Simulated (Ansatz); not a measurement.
A run for Ansatz (a quantum-chemistry and plane-wave program): R-PBE0/def2-TZVPPD on GaH5S (a complex), monomers drawn apart or pushed together. Files ending in .json are basis or fitting sets from the Basis Set Exchange.

Ansatz 0.2 input:
```yaml
crystal:
  periodic: [false, false, false]
  atoms:
    - {symbol: Ga, position_ang: [0.52763441, -0.06951020, 0.52020423]}
    - {symbol: H, position_ang: [-0.34623003, 1.11318635, -0.04265977]}
    - {symbol: H, position_ang: [0.27361942, -1.53352575, -0.00071565]}
    - {symbol: H, position_ang: [1.89118691, 0.26122241, 1.23783558]}
    - {symbol: S, position_ang: [-0.78622671, -0.34658651, 2.50515270]}
    - {symbol: H, position_ang: [-0.36950914, 0.76131851, 3.14196332]}
    - {symbol: H, position_ang: [0.07375282, -1.13527769, 3.17222653]}
basis:
  gaussian:
    orbitals: def2-TZVPPD.json
hamiltonian:
  xc: {name: PBE0}
scf: {lower_state_search: off}
```

Output:

```
WARN ansatz: RAYON_NUM_THREADS=1 ignored (pool sized by the plan → 1); use --threads N
Functional definition: PBE0
these checks for a lower state are left out or cut short: stability, starts, cluster_reference, orbital_swaps, neighbouring_geometries, increment
integrals: 0.11 GiB planned
1075 factors; their error is unknown
mean field: 0.95 GiB planned
mean field evaluation 1: about -63282.8631 eV, gradient 2.3e1 eV
mean field evaluation 2: about -63283.2326 eV, gradient 2.5e1 eV
mean field evaluation 4: about -63283.6835 eV, gradient 7.1e-1 eV
mean field evaluation 8: about -63283.8785 eV, gradient 1.9e-1 eV
mean field evaluation 16: about -63283.8786 eV, gradient 2.2e-6 eV
mean field -63283.87856256 eV, -2325.6396418207 hartree, gradient 2.2e-6 eV, S^2 0.000000; 0 other end points of the search recorded, 0 dependent functions left out
reference -63283.87860610 eV, -2325.6396434206 hartree; 26, 26 occupied and 164, 164 virtual orbitals, 1075 factors
Total energy: -63283.87860610 eV, -2325.6396434206 hartree
Checks for a lower state left out: stability, starts, cluster_reference, orbital_swaps, neighbouring_geometries, increment
```

The calculation finished and met its thresholds.

Cost: very roughly 4 core-seconds.
